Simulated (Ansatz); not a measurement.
Consider the ligand exchange at a B–C bond: `BC(F)[SiH3]` + `OC[SiH2]Br` → `BOC[SiH2]Br` + `FC[SiH3]`.

Program: Ansatz. Geometries: PBE0-D4/def2-TZVP. ΔE: electronic, gas phase. CBS: MP2 limit from def2 TZ/QZ plus the TZ coupled-cluster correction, frozen cores. Functionals use def2-TZVPP. B3LYP here is the variant with VWN-RPA as its local correlation; programs differ in this. For Br outer-core shells are correlated without core-valence functions, which leaves a few kJ/mol of doubt a bond. Scalar relativity is left out up to krypton. Each species was taken in one conformer, which may not be the lowest.

| level | ΔE (kcal/mol) | difference from CCSD(T)/CBS |
| --- | --- | --- |
| PBE-D4 | -28.0 | 3.2 |
| PBE0-D4 | -28.9 | 2.3 |
| B3LYP-D4 | -31.6 | -0.4 |
| ωB97X-V | -30.8 | 0.4 |
| ωB97M-V | -30.3 | 0.9 |
| B2PLYP | -32.1 | -0.9 |
| PBE | -28.0 | 3.2 |
| r2SCAN | -29.2 | 2.0 |
| B3LYP | -31.7 | -0.5 |
| HF/def2-TZVPP | -35.0 | -3.8 |
| MP2/def2-TZVPP | -31.9 | -0.7 |
| CCSD/def2-TZVPP | -32.1 | -0.9 |
| CCSD(T)/def2-TZVPP | -31.8 | -0.6 |
| HF/def2-QZVPP | -35.2 | -4.0 |
| MP2/CBS(def2) | -31.3 | -0.1 |
| CCSD/CBS(def2) | -31.5 | -0.3 |
| CCSD(T)/CBS | -31.2 | 0 |

Largest T1 diagnostic among the species: 0.013.

In def2-TZVPP, CCSD(T) changes the Hartree–Fock value by +3.2 kcal/mol (the triples alone add +0.3 kcal/mol) and MP2 by +3.0 kcal/mol. From PBE to PBE0 (25 % exact exchange), in def2-TZVPP and without D4, ΔE moves by −0.8 kcal/mol.
